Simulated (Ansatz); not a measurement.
Relaxation of CH₁₀B₂Si₂ (15 atoms, charge 0, multiplicity 1), to a largest force component of 0.02 eV/Å in at most 50 steps.

Method: RKS LDA/def2-SVP (Ansatz 0.2.0).

```xyz
15
Properties=species:S:1:pos:R:3
B -2.197 0.378 1.212
Si -0.383 -0.015 1.500
B 0.488 -0.220 -0.220
C 1.256 -1.604 -0.589
Si 0.600 1.271 -1.456
H -2.967 0.607 2.119
H -2.630 0.535 0.102
H -0.250 -1.251 2.252
H 0.266 1.087 2.304
H 0.404 -2.402 -0.566
H 1.949 -1.870 0.184
H 1.667 -1.551 -1.574
H 1.954 1.646 -1.716
H -0.088 0.917 -2.680
H -0.091 2.420 -0.843
```

Q: Where does it end, and by what steps?

A: The forces met the threshold. After 49 steps the energy has fallen by 1.781 eV; H6 moved furthest, 2.18 Å. Joined: B1–B3, B1–C4.

| step | energy less start (eV) | largest force component (eV/Å) | accepted |
| --- | --- | --- | --- |
| 0 | 0.0000 | 3.593 | yes |
| 2 | -0.6523 | 0.358 | yes |
| 4 | -0.6938 | 0.140 | yes |
| 6 | -0.7506 | 0.073 | yes |
| 8 | -0.7600 | 0.104 | yes |
| 10 | -0.7640 | 0.067 | yes |
| 12 | -0.7714 | 0.057 | yes |
| 14 | -0.7772 | 0.289 | yes |
| 16 | -0.7939 | 0.258 | yes |
| 18 | -0.8027 | 0.130 | yes |
| 20 | -0.8114 | 0.103 | yes |
| 22 | -0.8184 | 0.149 | yes |
| 24 | -0.8293 | 0.255 | yes |
| 26 | -0.8381 | 0.191 | yes |
| 28 | -0.8568 | 0.121 | yes |
| 30 | -0.8804 | 0.356 | yes |
| 32 | -0.8972 | 0.233 | yes |
| 34 | -0.9084 | 0.081 | yes |
| 36 | -0.9223 | 0.256 | yes |
| 38 | -1.0193 | 0.631 | yes |
| 40 | -1.4813 | 0.894 | yes |
| 42 | -1.7403 | 0.675 | yes |
| 44 | -1.7754 | 0.108 | yes |
| 46 | -1.7798 | 0.082 | yes |
| 48 | -1.7808 | 0.043 | yes |
| 49 | -1.7811 | 0.017 | yes |

```xyz
15
Properties=species:S:1:pos:R:3
B -1.089 -0.486 0.282
Si 0.157 0.459 1.799
B 0.528 0.053 -0.005
C 0.259 -1.497 -0.305
Si 0.824 1.452 -1.370
H -1.574 -0.888 1.349
H -1.920 -0.183 -0.551
H 0.140 -0.501 2.962
H -0.370 1.800 2.232
H -0.838 -1.898 -0.058
H 0.812 -2.187 0.363
H 0.344 -1.754 -1.378
H 2.277 1.630 -1.750
H 0.083 1.148 -2.656
H 0.346 2.802 -0.885
```

Whether the end is a true minimum wasn't checked by a vibrational analysis.

The run took 99 s on 2 threads of Arm Neoverse V1 (shared host), peak memory 0.17 GiB.
